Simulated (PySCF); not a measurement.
**Does the structure fit the spectrum?**

A compound C₅H₉NOSi gives the data below (simulated from a calculation) and was assigned the structure `C=C1CN[SiH2]C(=O)C1`.

13C{1H} NMR (computed): δ 245.4 (C), 160.6 (C), 130.0 (CH2), 60.2 (CH2), 39.3 (CH3).

1H NMR (400 MHz, computed): δ 5.96 (br s, 1H), 5.78 (br s, 1H), 5.31 (s, 1H), 4.74 (m, 1H), 4.58 (m, 1H), 2.71 (s, 3H), 0.74 (br s, 1H).

One computed conformer, no solvent, non-relativistic Hamiltonian, averaged over atoms made equivalent by symmetry, fast rotation or ring inversion. PBE0/pcSseg-1 with gauge-including orbitals; GFN2-xTB structure; PySCF 2.14.

Referencing at the same level of theory: 1H (31.72 ppm) and 13C (186.93 ppm) vs TMS.

**Question.** Compare with the shifts computed for the proposed structure, pairing carbons in order of shift.

**Answer.** Atoms are numbered as in `[CH2:1]=[C:2]1[CH2:3][NH:4][SiH2:5][C:6](=[O:7])[CH2:8]1`. Each H is labelled by its parent atom.

```csv
atom,computed for proposal,given list,difference
C6,241.1,245.4,-4.3
C2,147.6,160.6,-13.0
C1,123.8,130.0,-6.2
C8,62.4,60.2,+2.2
C3,54.1,39.3,+14.8
```

The rms difference is 9.5 ppm and the largest +14.8 ppm at C3 (allylic sp3 CH2 bonded to N). The carbon types in order of shift don't match either: C, C, CH2, CH2, CH2 for the proposal against C, C, CH2, CH2, CH3 in the data. The proposal doesn't fit.

**Question.** Which isomer fits?

**Answer.** `C=C1CN[Si@H]1C(C)=O`.

1. Carbon types of the structure: 2 × C, 2 × CH2, 1 × CH3, leaving 2 H on heteroatoms.
2. δC 245.4: carbonyl carbon.
3. δC 160.6: fully substituted alkene carbon; as expected for a trigonal carbon in a double bond.
4. δC 130.0: terminal =CH2 carbon; the olefinic region.
5. δC 60.2: allylic sp3 CH2 bonded to N; the inductive effect lowers its shielding.

The data come from this structure; uniqueness wasn't tested.

OH/NH shifts are gas-phase values; hydrogen bonding in solution moves them, usually downfield. Shifts are as computed. Against solution values, carbons near 30 ppm lie about +3 ppm off and those near 130 ppm about +5 ppm. Of 1309 compounds with measured shifts, 239 miss one by over three times the rms of a fit or turn the order of signals round; such compounds aren't used in these exercises. No couplings were computed; multiplicities are counted from neighbouring protons, with m where these are inequivalent, close in shift, in a saturated or five-membered ring or joined by F or P, and br s for small geminal =CH2 splittings.
